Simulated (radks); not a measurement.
Problem. Valence configurations of neutral dysprosium (all share [Xe]). All-electron calculation, Dirac Kohn-Sham, PBE, spin-unpolarised, spherical densities, finite nucleus; open shells fill j = l - 1/2 first; Fermi nuclear charge, rms radius 5.2218 fm. Program: a radial shooting solver on a logarithmic mesh with Libxc functionals. Order these by energy: 4f9.5 6s2 6p0.5; 4f10 6s1.5 6p0.5; 4f10 6s2; 4f9 5d1 6s1 6p1; 4f9 6s2 6p1; 4f7.5 5d2 6s2 6p0.5; 4f10 5d2; 4f8 5d2 6s2; 4f7 5d2 6s2 6p1.

Solution. From the lowest, in eV above it: 4f10 6s2 0.000; 4f10 6s1.5 6p0.5 1.232; 4f9.5 6s2 6p0.5 1.560; 4f9 6s2 6p1 5.127; 4f10 5d2 5.148; 4f9 5d1 6s1 6p1 6.423; 4f8 5d2 6s2 12.417; 4f7.5 5d2 6s2 6p0.5 20.358; 4f7 5d2 6s2 6p1 30.773. NIST lists [Xe] 4f10 6s2 as the ground configuration; this level of theory agrees among the configurations tried. The energies are those of spherical spin-averaged densities, not of single terms. No valid solution was reached for [Xe] 4f10.5 6s1.5.
